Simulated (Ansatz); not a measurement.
Molecule: dichloro(diethyl)silane, C$_{4}$H$_{10}$Cl$_{2}$Si, net charge 0, singlet state. 
Geometry from a B3LYP-D3(BJ)/def2-TZVP (Ansatz, a program for electronic structure) optimisation:
```xyz
17

C     -1.9974    -1.6848     0.8674
C     -1.3067    -1.1572    -0.3964
Si    -0.0035     0.1301    -0.0575
Cl    -0.9120     1.8010     0.7642
Cl     0.8460     0.6858    -1.8636
C      1.3487    -0.4266     1.0967
C      2.0868    -1.6848     0.6223
H     -1.2850    -2.1579     1.5463
H     -2.7554    -2.4291     0.6180
H     -2.4899    -0.8795     1.4145
H     -0.8242    -1.9735    -0.9428
H     -2.0369    -0.7215    -1.0831
H      2.0453     0.4062     1.2225
H      0.8923    -0.5927     2.0774
H      2.5537    -1.5262    -0.3508
H      1.4095    -2.5361     0.5291
H      2.8720    -1.9670     1.3256
```

Computed values are from Ansatz. Correlated levels leave the core frozen unless marked. UHF or UKS for open shells. No spin-orbit coupling. Non-relativistic. CBS marks a two-point X^-3 extrapolation of the correlation energy; Hartree-Fock from the larger set. The bracket is a focal-point correction in the basis named.

Problem. What is the T1 diagnostic at CCSD/aug-cc-pV(T+d)Z?

Solution. 0.009.

Problem. What is the total energy at RI-MP2/CBS(aug-cc-pV(T+d)Z,aug-cc-pV(Q+d)Z)+[CCSD(T)-MP2]/aug-cc-pV(T+d)Z?

Solution. -1367.0030 Eh.

Problem. What is the atomisation energy De at RI-MP2/CBS(aug-cc-pV(T+d)Z,aug-cc-pV(Q+d)Z)+[CCSD(T)-MP2]/aug-cc-pV(T+d)Z?

Solution. 6514.1 kJ/mol.

Problem. What is the dipole moment at CCSD(T)/aug-cc-pV(D+d)Z?

Solution. 2.52 D.
